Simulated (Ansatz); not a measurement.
System: sum formula AlOH (charge +1, doublet). 
Geometry from a B3LYP-D3(BJ)/def2-TZVP (Ansatz, an electronic-structure program) optimisation:
```
O
H 1 0.9611
Al 1 1.6190 2 151.77
```
Charge +1, spin multiplicity 2.

Basis-set convergence of Hartree-Fock and CCSD(T) correlation energies (hartree) with Ansatz. Valence correlation only, unless marked. UHF or UKS for open shells. No spin-orbit coupling. No relativistic terms.

```csv
basis,functions,E(HF),"E(corr, CCSD(T))"
def2-SVP,37,-316.97842,-0.22454
def2-TZVPP,87,-317.16229,-0.28402
def2-QZVPP,157,-317.17288,-0.30538
```

Extrapolating the two largest sets (X = 3 and 4) as X^-3: E(corr) = (64·(-0.30538) - 27·(-0.28402))/37 = -0.3210 Eh, an estimate of the basis-set limit. The largest set recovers 95.1 % of it, the smallest 70.0 %.
